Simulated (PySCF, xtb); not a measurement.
C₂H₉FOSi₂, SMILES CO[Si@H](F)[SiH2]C.

GFN2-xTB run with xtb at its own geometry gives an orbital gap of 4.66 eV and a dipole moment of 1.45 D.

The structure is a stationary point at B3LYP-D3(BJ)/def2-SVP. The structure was generated by enumeration; whether it is a known compound was not checked. Other conformers were not sampled.

Task: What does PySCF with PBE/def2-TZVP give? (Estimate from the structure and the level; the computed values follow.)

Result: gap 5.80 eV (levels -6.75 and -0.95 eV), dipole 1.25 D.
